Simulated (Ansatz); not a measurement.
Calculated with Ansatz (gas phase, PBE0-D4/def2-TZVP geometries, no zero-point term in ΔE). CCSD(T)/CBS is the MP2 limit (def2-TZVPP, def2-QZVPP) plus CCSD(T) − MP2 in def2-TZVPP, frozen cores. This one scheme is used for every species, atoms too. No spin–orbit coupling; open shells (•) take unrestricted orbitals. Spin–orbit coupling would lower the free atoms: a little for Cl, Si; strongly for Sn. def2 core potentials past Kr. Bonds to Sn are less sure, by a few kJ/mol each and by 10 to 20 or more in all where they break to atoms, as the def2 sets lack core-valence functions.

Consider the atomization: `Cl[Si](Cl)(Cl)[SnH3]` → 3 Cl• + 3 H• + Si• + Sn•.

```csv
level,ΔE (eV)
CCSD/def2-TZVPP,21.64
MP2/def2-QZVPP,22.95
```

Question: What does CCSD(T)/CBS give? (Best estimate.)

Answer: Computed: +22.96 eV. The listed levels differ from it by -1.32, -0.01 eV.

Largest T1 diagnostic among the species: 0.012.

Leaving LDA and LC-ωPBE aside and taking each functional with its dispersion term where it has one, the values, not all of them listed here, spread over 1.36 eV, from BHLYP-D4 to B97M-V. LDA lies +3.48 eV from PBE without D4, its usual overbinding. At CCSD(T), def2-SVP lies −2.44 eV from the extrapolated value and def2-TZVPP −0.86 eV: correlation converges slowly with the basis, and small sets miss more of it in the bonded molecule than in its fragments.

For atomizations the MP2-based limit and the directly extrapolated one differ by several kJ/mol either way, and by 10 to 25 for some Ge, Se and Sn compounds, so smaller differences from it don't rank the levels.
